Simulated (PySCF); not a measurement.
Species: C₈H₁₄BN.
Atom-mapped SMILES: `[CH3:1][CH:2]([CH3:3])[BH2-:4][n+:5]1[cH:6][cH:7][cH:8][cH:9][cH:10]1` (hydrogens: H11, H12, H13 on C1; H14 on C2; H15, H16, H17 on C3; H18, H19 on B4; H20 on C6; H21 on C7; H22 on C8; H23 on C9; H24 on C10)

Geometry (PBE0-D3(BJ)/def2-SVP, Å), atoms numbered from 1 in this order:
```xyz
24
C8H14BN angstrom
C     -3.6089    1.4200   -0.4879
C     -3.2933    0.3081   -1.4830
C     -3.1717   -1.0350   -0.7703
B     -2.0414    0.6470   -2.4775
N     -0.7120    0.7804   -1.5890
C      0.0238   -0.3041   -1.3069
C      1.1192   -0.2497   -0.4569
C      1.4671    0.9702    0.1179
C      0.7008    2.0930   -0.1848
C     -0.3804    1.9596   -1.0440
H     -2.7870    1.5639    0.2382
H     -3.7706    2.3846   -0.9955
H     -4.5108    1.2029    0.1115
H     -4.1462    0.2361   -2.1844
H     -3.0092   -1.8594   -1.4833
H     -2.3262   -1.0450   -0.0571
H     -4.0721   -1.2781   -0.1790
H     -1.8157   -0.2663   -3.2674
H     -2.1718    1.7358   -3.0316
H     -0.2965   -1.2233   -1.7990
H      1.6911   -1.1571   -0.2577
H      2.3271    1.0460    0.7869
H      0.9361    3.0725    0.2339
H     -1.0136    2.7996   -1.3322
```

Level: PBE0/pcSseg-1 in PySCF, non-relativistic, on one gas-phase PBE0-D3(BJ)/def2-SVP geometry that isn't relaxed in the solvent. The solvent is an IEF-PCM continuum (van der Waals radii × 1.2). The model holds no explicit solvent molecules, cavitation or dispersion.

Gas phase at PBE0/pcSseg-1: HOMO -6.84 eV, LUMO -1.98 eV, dipole 6.07 D.

Q: What does the continuum do to the energy, the frontier levels and the dipole at PBE0/pcSseg-1 in methanol and dimethylsulfoxide?

A: 
```
          solvent      ε  E(solvent) − E(gas) (kcal/mol)  polarisation term (kcal/mol)  distortion of the solute (kcal/mol)  HOMO (eV)  LUMO (eV)  dipole (D)
         methanol  32.61                           -7.99                         -9.77                                 1.78      -7.11      -1.62        8.01
dimethylsulfoxide  46.83                           -8.11                         -9.95                                 1.84      -7.11      -1.61        8.04
```

The polarisation term is half the interaction of the solute with the surface charges that it induces; the rest is the cost of distorting the solute's density. The sum is the electrostatic part of solvation alone. From methanol to dimethylsulfoxide the lowering changes by a factor 1.02, Onsager's factor (ε − 1)/(2ε + 1) by 1.01 and ε itself by 1.4.

Q: Which radius a makes the point-dipole formula ΔE = −[(ε − 1)/(2ε + 1)]·μ²/a³ give the value in dimethylsulfoxide, with the gas-phase dipole?

A: μ = 2.387 au and |ΔE| = 0.01293 Eh give a = 3.16 Å; the farthest nucleus lies 4.19 Å from the centroid of the nuclei, so such a sphere wouldn't even hold the nuclei. The formula assumes a rigid point dipole at the centre of a sphere.

Q: Give the dipole vector in the frame of the coordinates (D, pointing from negative to positive charge), gas and dimethylsulfoxide.

A: Gas (5.03, 0.50, 3.36), solvent (6.50, 0.61, 4.69). Its length changes by +33 % and its direction by 2°.

Q: Which Hirshfeld charges (PBE0/pcSseg-1) respond most in dimethylsulfoxide (means over atoms taken as equivalent)?

A: 
```csv
atoms,environment,gas (e),solvent (e),change
H18/H19,B–H hydrogen,-0.102,-0.119,-0.017
H22,aromatic hydrogen,+0.068,+0.081,+0.013
H21/H23,aromatic hydrogen,+0.067,+0.079,+0.012
C8,aromatic CH carbon,-0.015,-0.003,+0.012
N5,nitrogen bonded to B and 2 C,+0.022,+0.011,-0.011
H14,methine hydrogen,+0.031,+0.020,-0.011
B4,four-coordinate boron,-0.043,-0.052,-0.009
C7/C9,aromatic CH carbon,-0.035,-0.028,+0.007
```

Q: Which Mayer bond orders change most in dimethylsulfoxide?

A: 
```
  bond  length (Å)    gas  solvent  change
 B4–N5       1.604  0.569    0.603  +0.034
 N5–C6       1.341  1.304    1.289  -0.015
C10–N5       1.341  1.304    1.289  -0.015
 C2–B4       1.634  0.881    0.893  +0.012
 C6–C7       1.388  1.412    1.422  +0.010
C9–C10       1.388  1.412    1.422  +0.010
 C7–C8       1.393  1.409    1.405  -0.004
 C8–C9       1.393  1.409    1.405  -0.004
```

Q: How do the nuclear quadrupole coupling constants eQVzz/h respond in dimethylsulfoxide?

A: 
```json
{"nucleus": "11B at B4", "Q (barn)": "0.04059", "gas (MHz)": "2.26", "solvent (MHz)": "2.03", "η gas": "0.02", "η solvent": "0.09"}
{"nucleus": "14N at N5", "Q (barn)": "0.02044", "gas (MHz)": "-2.62", "solvent (MHz)": "-2.28", "η gas": "0.16", "η solvent": "0.08"}
```
